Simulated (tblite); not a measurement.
Cost of one run: tight-binding relaxation, `C1CC[O+]([AlH2-][O][SiH3])C1`.

Method: GFN2-xTB geometry optimisation, gas phase (tblite 0.8.0). Work: L-BFGS relaxation. A driver script takes a list of jobs; this job's settings line and coordinates (Å) are shown.

Command:
```bash
OMP_NUM_THREADS=1 python probes_run.py task.json out
```

Input:
```
{"job": {"kind": "relax", "xc": "GFN2-xTB", "basis": "xTB"}, "charge": 0, "multiplicity": 1}
Si     3.861100     0.831600     0.129800
O      2.518800     0.165800     0.946500
Al     1.246300    -0.508100    -0.183900
O     -0.365800    -0.032800     0.504500
C     -1.171400    -1.087900     0.903900
C     -2.613300    -0.602500     0.752300
C     -2.463000     0.265400    -0.485900
C     -1.082700     0.865100    -0.221200
H      3.742000     2.296400    -0.003600
H      5.047200     0.599300     0.965700
H      4.043000     0.213900    -1.180600
H      1.456500     0.137800    -1.625900
H      1.490800    -2.062000    -0.271200
H     -1.054700    -2.005100     0.300700
H     -1.006200    -1.225200     1.989000
H     -3.288700    -1.454300     0.624700
H     -2.836800     0.017400     1.646300
H     -2.414700    -0.414900    -1.366500
H     -3.234000     1.045000    -0.557000
H     -0.598300     1.215300    -1.141400
H     -1.285000     1.756600     0.428100
```

Hardware: one thread, Arm Neoverse N1 (aarch64), no GPU, on a shared host.

Question: Which is nearest to the wall time?
A. 36 s
B. 0.56 s
C. 4.5 min
D. 4.5 s

Answer: D. The run took 4.5 s. The run took 290 evaluations, 16 ms each.

Question: At this speed, how long would 100 such jobs take on 16 cores, one job a core?

Answer: 100/16 gives 7 rounds of 4.5 s, about 32 s of wall time and 0.12 core-hours, if the jobs don't slow each other.

Other jobs ran on the host; a repeat could differ by tens of per cent or more.

The run converged: energy lowered by 34.6 kcal/mol over 289 steps; largest atomic force 0.008 eV/Å at the end.
